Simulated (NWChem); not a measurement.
BHCl2; SMILES B(Cl)Cl

```xyz
4

B      0.0000     0.0000    -0.7033
H      0.0000     0.0000    -1.9032
Cl     1.5101     0.0000     0.1594
Cl    -1.5101     0.0000     0.1594
```
Atoms are numbered in this order, from 1.

Geometry: optimised at PBE0/def2-SVP.

Symmetry labels are those of C2v in the frame above (b1 and b2, or b-type labels, depend on it).

Q: List the 6 lowest vertical singlet excitations from LRC-wPBEh/aug-cc-pVDZ, TDA (NWChem).

A: 
```csv
state,energy (eV),oscillator strength,symmetry,leading excitation (squared amplitude)
S1,5.81,0.002,b2,HOMO → LUMO (0.98)
S2,5.94,0.000,a2,HOMO−1 → LUMO (0.98)
S3,7.11,0.186,b1,HOMO−2 → LUMO (0.92)
S4,8.36,0.013,a1,HOMO−3 → LUMO (0.68)
S5,8.49,0.044,b1,HOMO−1 → LUMO+1 (0.70)
S6,8.57,0.089,a1,HOMO → LUMO+1 (0.59)
```
